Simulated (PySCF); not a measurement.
TDDFT excited states: C5H5F3O

Compound: C5H5F3O.
InChI=1S/C5H5F3O/c6-5(7,8)3-1-4(9)2-3/h3H,1-2H2

Method used: TDDFT B3LYP/def2-SVPD, vertical, gas phase, core orbitals frozen in the response (PySCF 2.14.0, density-fitted response routines). The structure is a single PBE0-D3(BJ)/def2-SVP conformer in the gas phase; no vibrational or solvent corrections. Torsions of this conformer, `[O:1]=[C:2]1[CH2:3][CH:4]([C:5]([F:6])([F:7])[F:8])[CH2:9]1`: C3–C4–C5–F6 -53°.

Task: What does the calculation give for the low-lying excited states?

Result: 

```
state  λ (nm)  E (eV)       f  |μ| (D)  symmetry  main configurations (H = HOMO, L = LUMO)
   S1   288.5    4.30  0.0001     0.06         –                                 H→L (99%)
   S2   183.3    6.76   0.032     1.11        A″                               H→L+1 (96%)
   S3   168.8    7.35  0.0003     0.11         –                               H→L+2 (94%)
   S4   163.0    7.61  0.0008     0.17         –                  H→L+3 (86%), H-1→L (11%)
   S5   161.2    7.69  0.0006     0.14         –                               H-2→L (95%)
   S6   160.3    7.73  0.0078     0.52        A″                               H→L+4 (90%)
```

The lowest singlet comes at 288 nm (415 kJ/mol) in the ultraviolet; it is dark (f under 0.0005); its leading configuration is HOMO→LUMO (99%). The strongest level in the table is S2 at 6.76 eV (183 nm, f = 0.032). S1 has the pattern of n→π* at C=O. Orbital energies (eV): HOMO-3 -10.53, HOMO-2 -10.38, HOMO-1 -10.13, HOMO -7.52, LUMO -1.44, LUMO+1 0.13, LUMO+2 0.76. Weighted by f, the mean energy of these states is 6.98 eV. The oscillator strengths of these states sum to 0.041; summed over the whole spectrum of an exact calculation they would give the number of electrons, 70 (Thomas–Reiche–Kuhn). Symmetry labels in Cs follow from the direction of the transition dipole and are given only for states with f of 0.002 or more. Only the lowest 6 singlets were computed, as vertical energies without vibronic structure.

The run took 50 s on one thread, Arm Neoverse V2 (aarch64), no GPU, on a shared host, and the process peaked at 0.96 GiB of memory.
